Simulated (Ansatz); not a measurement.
Computed with Ansatz on PBE0-D4/def2-TZVP structures; ΔE is electronic, products minus reactants. CCSD(T)/CBS adds triple-zeta CCSD(T) − MP2 to the extrapolated MP2 energy (def2 sets, frozen cores). This one scheme is used for every species. DFT in def2-TZVPP. B3LYP here is the variant with VWN-RPA as its local correlation; programs differ in this. One conformer a species, not always the lowest.

`O[SiH2][SiH](O)[SiH3]` + `[OH][AlH2]` → `[AlH2][O][SiH3]` + `O[SiH2][SiH2]O`  (cleavage of the Si–Si bond)

`O[SiH2][SiH](O)[SiH3]`:

Z-matrix (Å, degrees):
```
Si
Si 1 2.353
O 1 1.665 2 99.5
H 1 1.492 2 113.9 3 117.5
H 1 1.491 2 114.8 3 -119.0
Si 2 2.339 1 113.0 3 -137.4
O 2 1.659 1 104.7 3 -17.7
H 2 1.494 1 109.5 3 101.4
H 3 0.958 1 118.6 2 175.6
H 6 1.490 2 108.4 1 -63.4
H 6 1.488 2 111.9 1 177.0
H 6 1.488 2 110.6 1 55.4
H 7 0.962 2 113.9 1 18.8
```

`[OH][AlH2]`:

Z-matrix (Å, degrees):
```
Al
O 1 1.696
H 1 1.585 2 119.7
H 1 1.577 2 116.0 3 -180.0
H 2 0.956 1 123.4 3 -0.0
```

`[AlH2][O][SiH3]`:

```xyz
8

Al    1.091    0.371   -1.473
O     0.098    0.048   -0.154
Si   -0.838   -0.283    1.130
H     1.323    1.882   -1.871
H     1.730   -0.853   -2.237
H    -2.250   -0.456    0.696
H    -0.772    0.827    2.117
H    -0.383   -1.535    1.792
```

`O[SiH2][SiH2]O`:

Cartesian coordinates in Å:
```
O -0.311 -1.588 0.643
Si 0.946 -0.611 0.149
Si -0.293 1.283 -0.503
O -1.850 0.919 -0.088
H -0.109 -2.459 0.988
H 1.723 -1.257 -0.947
H 1.901 -0.373 1.270
H -0.187 1.541 -1.965
H 0.144 2.518 0.201
H -1.965 0.027 0.253
```

```tsv
level	ΔE (kJ/mol)	difference from CCSD(T)/CBS
r2SCAN-D4	-99.5	7.1
B3LYP-D4	-105.3	1.3
ωB97X-V	-104.8	1.8
ωB97M-V	-108.7	-2.1
B2PLYP	-113.2	-6.6
r2SCAN	-100.4	6.2
MP2/def2-TZVPP	-114.3	-7.7
CCSD(T)/def2-TZVPP	-107.6	-1.0
HF/def2-QZVPP	-143.8	-37.2
CCSD/CBS(def2)	-111.5	-4.9
CCSD(T)/CBS	-106.6	0
```

Largest T1 diagnostic among the species: 0.013.

From PBE to PBE0 (25 % exact exchange), in def2-TZVPP and without D4, ΔE moves by −10.7 kJ/mol. In def2-TZVPP, CCSD(T) changes the Hartree–Fock value by +33.6 kJ/mol (the triples alone add +5.0 kJ/mol) and MP2 by +27.0 kJ/mol.
